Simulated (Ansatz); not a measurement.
Ansatz (a quantum-chemistry and plane-wave program) input:

Ansatz 0.2 input:
```yaml
crystal:
  periodic: [false, false, false]
  atoms:
    - {symbol: Pt, position_ang: [-0.00000000, -0.00000000, -0.01938769]}
    - {symbol: H, position_ang: [0.00000000, 0.00000000, 1.51223965]}
basis:
  gaussian:
    orbitals: def2-TZVPD
hamiltonian:
  xc: {name: SVWN5}
total_charge: -1
```

### Question
Which total energy does the run end on?

### Answer
-119.78205 Eh (SVWN5/def2-TZVPD). The basis has 52 functions.

This state (charge -1, singlet) is run at the relaxed geometry of the species with charge 0 and multiplicity 2.
